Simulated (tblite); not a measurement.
C2H5FO4Si2.
Cartesian coordinates in Å at the GFN2-xTB level; atoms count from 1:
```
atom  x, y, z in Å
O1     2.175    1.145    0.525
C2     2.403    0.171   -0.155
O3     1.593   -0.822   -0.343
C4     0.359   -0.710    0.379
O5    -0.637   -1.379   -0.315
Si6   -2.112   -0.690   -0.240
F7    -2.653   -0.556   -1.733
O8    -1.781    0.762    0.387
Si9   -0.183    1.141    0.637
H10    3.352    0.024   -0.688
H11    0.531   -1.236    1.331
H12   -3.044   -1.407    0.585
H13    0.072    2.068   -0.452
H14   -0.076    1.487    2.040
```

Calculated harmonic vibrations of the isolated species, GFN2-xTB (tblite), most abundant isotopes, no scaling. The method is semi-empirical: single wavenumbers can be off by several per cent or more. Modes of hydrogen on silicon can be 10 to 20 % off. One conformer, not necessarily the lowest.

Harmonic wavenumbers (cm⁻¹): 69.5, 84.9, 143.3, 173.6, 198.2, 278.6, 324.6, 331.5, 379.4, 442.3, 482.9, 540.8, 592.7, 643.8, 667.6, 682.6, 709.2, 740.7, 786.4, 803.3, 845.0, 891.8, 933.4, 967.1, 1002.9, 1131.7, 1184.4, 1239.0, 1315.2, 1323.7, 1702.0, 2363.5, 2398.3, 2500.8, 2839.2, 2890.3.

A = 2613, B = 863.7, C = 729.6 MHz; mass 167.971 u (most abundant isotopes); point group C1, symmetry number 1.

Q: What is the zero-point energy?

A: Half the sum of the wavenumbers: 17302 cm⁻¹ = 206.98 kJ/mol.

Q: Give the ideal-gas entropy at 200 K and 1 bar in the rigid-rotor, harmonic-oscillator model (classical rotation).

A: Translation 164.46, rotation 119.11, vibration 66.64: S = 350.2 J/(mol K).

Q: And Cp and H(200 K) − H(0)?

A: Cp = 116.79 J/(mol K), of which vibrations give 83.53 (their classical limit is 36 R = 299.3); H(200 K) − H(0) = 14.43 kJ/mol without the zero-point energy, 7.77 from vibrations.

Q: How do the functions run with temperature in this model?

A: 
```csv
T (K),S (J/(mol K)),Cp (J/(mol K)),H − H(0) (kJ/mol),G − H(0) (kJ/mol),ln q(vib)
150,320.0,94.3,9.15,-38.85,2.20
250,378.6,138.6,20.82,-73.84,4.53
298.15,404.7,157.9,27.96,-92.71,5.69
400,456.1,191.7,45.84,-136.59,8.19
600,542.9,235.6,88.97,-236.77,12.96
900,646.1,272.2,165.72,-415.80,19.44
```

q(vib) and H(0) count from the zero-point level.

Q: Blend soft modes into free rotors: weight 1/[1 + (100 cm⁻¹/ν̃)⁴] for the oscillator and the rest for a rotor with moment μB/(μ + B), μ = h/(8π²ν), B = 10⁻⁴⁴ kg m². What vibrational entropy results?

A: 64.05 J/(mol K) in place of 66.64, which changes −T·S at 200 K by +0.52 kJ/mol.

Hindered rotation and anharmonicity are outside this model. Other conformers, if any are populated, would add a mixing term that is left out. The structure is chiral; the term R ln 2 for an equal mix with its mirror image is left out.
